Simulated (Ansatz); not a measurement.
Cost and result for the atomization energy of `O=C[NH][SnH2][OH]` (10 atoms, 9 bonds).

```xyz
10

O     1.159   -0.046    1.322
C     1.168   -0.954    0.502
N     0.214   -1.062   -0.429
Sn   -1.137    0.496   -0.239
O    -0.139    2.163   -0.408
H     1.960   -1.722    0.495
H     0.281   -1.799   -1.113
H    -2.107    0.414   -1.635
H    -1.952    0.331    1.241
H     0.551    2.178    0.263
```

Total charge 0; spin multiplicity 1. Correlated methods include outer-core shells of Sn, which these sets cover unevenly. Sn takes the def2 core potential. The geometry is a stationary point of PBE0-D4/def2-TZVP. It is one conformer, not always the lowest. Program: Ansatz. All runs use 4 threads of an Arm Neoverse V2 on a shared host. Times are those of one run each, without the atoms' runs, and a repeat can differ threefold. Electronic energies, without spin–orbit coupling; frozen cores. CCSD(T)/CBS adds CCSD(T) − MP2 in def2-TZVPP to the MP2 limit, and its time is that of the two runs behind it. T1 = 0.016. With those shells the extrapolation isn't a true limit. B3LYP takes the VWN-RPA correlation (the form of Gaussian; ORCA's B3LYP/G).

CCSD(T)/CBS is a level of theory with its own doubt, some kJ/mol a heavy atom from the limit and from the frozen cores, so smaller differences don't rank the functionals.

```json
{"level": "PBE-D4/def2-TZVPP (with forces)", "functions": "244", "wall time": "2.3 s", "atomization (kJ/mol)": "3641.6", "difference from CCSD(T)/CBS": "84.6", "per bond": "9.4"}
{"level": "PBE0-D4/def2-TZVPP", "functions": "244", "wall time": "2.6 s", "atomization (kJ/mol)": "3516.4", "difference from CCSD(T)/CBS": "-40.6", "per bond": "-4.5"}
{"level": "r2SCAN-D4/def2-TZVPP (with forces)", "functions": "244", "wall time": "4.3 s", "atomization (kJ/mol)": "3536.5", "difference from CCSD(T)/CBS": "-20.5", "per bond": "-2.3"}
{"level": "B3LYP-D4/def2-TZVPP (with forces)", "functions": "244", "wall time": "4.3 s", "atomization (kJ/mol)": "3528.6", "difference from CCSD(T)/CBS": "-28.4", "per bond": "-3.2"}
{"level": "B2PLYP/def2-TZVPP", "functions": "244", "wall time": "5.5 s", "atomization (kJ/mol)": "3491.1", "difference from CCSD(T)/CBS": "-65.9", "per bond": "-7.3"}
{"level": "ωB97X-V/def2-TZVPP", "functions": "244", "wall time": "7.5 s", "atomization (kJ/mol)": "3559.5", "difference from CCSD(T)/CBS": "2.5", "per bond": "0.3"}
{"level": "ωB97M-V/def2-TZVPP (with forces)", "functions": "244", "wall time": "11 s", "atomization (kJ/mol)": "3544.9", "difference from CCSD(T)/CBS": "-12.1", "per bond": "-1.3"}
{"level": "MP2/def2-QZVPP", "functions": "460", "wall time": "18 s", "atomization (kJ/mol)": "3579.3", "difference from CCSD(T)/CBS": "22.3", "per bond": "2.5"}
{"level": "CCSD(T)/def2-TZVPP", "functions": "244", "wall time": "4.1 min", "atomization (kJ/mol)": "3433.2", "difference from CCSD(T)/CBS": "-123.8", "per bond": "-13.8"}
{"level": "CCSD(T)/CBS(def2)", "functions": "–", "wall time": "4.4 min", "atomization (kJ/mol)": "3557.0", "difference from CCSD(T)/CBS": "0.0", "per bond": "0.0"}
```

In def2-TZVPP, CCSD(T) changes the Hartree–Fock value by +1138.3 kJ/mol (the triples alone add +78.7 kJ/mol) and MP2 by +1210.1 kJ/mol; breaking electron pairs costs correlation energy, which Hartree–Fock lacks. The D4 term adds +34.7 kJ/mol with B3LYP and +18.1 kJ/mol with PBE0; it sums over pairs of atoms, weighted by their polarisabilities, and B3LYP, whose exchange is more repulsive, gets the larger term. From PBE to PBE0 (25 % exact exchange), in def2-TZVPP and without D4, the atomization energy moves by −121.8 kJ/mol: exact exchange takes away binding that semilocal exchange gives to molecules.

Spin–orbit coupling would lower the free Sn atoms strongly, and the atomization energy with them, by more than many differences here. For some Ge, Se and Sn compounds the MP2-based and the directly extrapolated limit differ by 10 to 25 kJ/mol.
